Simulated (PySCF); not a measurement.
C3H4FNSi, SMILES F[Si@H]1C=CC=N1. Atoms are numbered in the order given.

```xyz
10

F      1.9812     0.1665    -0.6611
Si     0.7603    -0.1431     0.3622
C     -0.4669     1.2669     0.5172
C     -1.6282     0.7409     0.0897
C     -1.5197    -0.6982    -0.3732
N     -0.3923    -1.2952    -0.3354
H      1.3558    -0.6343     1.6252
H     -0.3795     2.2920     0.8839
H     -2.5894     1.2663     0.0564
H     -2.4267    -1.2108    -0.7404
```

Geometry: ωB97X-D3(BJ)/def2-SVP. The structure was generated by enumeration; whether it is a known compound was not checked.

The numbers are results of PBE/def2-TZVP (PySCF), not measurements.

ESP charges are fitted to the potential on shells at 1.4 to 2.0 van der Waals radii. Atomic charges (e):

```tsv
atom	ESP fit	Löwdin
F1	-0.25	0.02
Si2	___	0.18
C3	-0.37	-0.22
C4	-0.14	-0.16
C5	0.34	-0.22
N6	-0.57	0.02
H7	___	-0.03
H8	___	0.14
H9	___	0.14
H10	___	0.13
```

Q: Some entries are withheld; supply them. (The exact figures need the calculation; the answer reports its results.)

A: 
- Si2, ESP fit: 0.74
- H7, ESP fit: -0.10
- H8, ESP fit: 0.18
- H9, ESP fit: 0.12
- H10, ESP fit: 0.04

Computed Mayer and Wiberg (Löwdin basis) orders of the bonds:
```json
[
 {"bond": "F1–Si2", "Mayer": "1.15", "Wiberg": "1.72"},
 {"bond": "Si2–C3", "Mayer": "0.92", "Wiberg": "1.04"},
 {"bond": "C3–C4", "Mayer": "1.89", "Wiberg": "2.03"},
 {"bond": "C4–C5", "Mayer": "0.99", "Wiberg": "1.20"},
 {"bond": "Si2–N6", "Mayer": "1.05", "Wiberg": "1.21"},
 {"bond": "C5–N6", "Mayer": "1.96", "Wiberg": "2.29"},
 {"bond": "Si2–H7", "Mayer": "0.92", "Wiberg": "0.90"},
 {"bond": "C3–H8", "Mayer": "0.93", "Wiberg": "0.86"},
 {"bond": "C4–H9", "Mayer": "0.92", "Wiberg": "0.84"},
 {"bond": "C5–H10", "Mayer": "0.94", "Wiberg": "0.86"}
]
```
